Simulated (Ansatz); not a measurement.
Consider the cleavage of the Si–Si bond: `FCN[SiH2][SiH3]` + `O[SiH](O)S` → `O[SiH](O)S[SiH3]` + `FCN[SiH3]`.

Calculated with Ansatz (gas phase, PBE0-D4/def2-TZVP geometries, no zero-point term in ΔE). CBS: MP2 limit from def2 TZ/QZ plus the TZ coupled-cluster correction, frozen cores. Functionals use def2-TZVPP. Each species was taken in one conformer, which may not be the lowest.

CCSD(T)/CBS gives -67.0 kJ/mol.

Another level gave -66.3 kJ/mol. Which?
A. B2PLYP/def2-TZVPP
B. PBE/def2-TZVPP
C. PBE0/def2-TZVPP
D. SCS-MP2/def2-TZVPP

A. B2PLYP -66.3, PBE0 -58.0, PBE -52.4, SCS-MP2/def2-TZVPP -73.8 kJ/mol.

Largest T1 diagnostic among the species: 0.012.

From PBE to PBE0 (25 % exact exchange), in def2-TZVPP and without D4, ΔE moves by −5.6 kJ/mol.
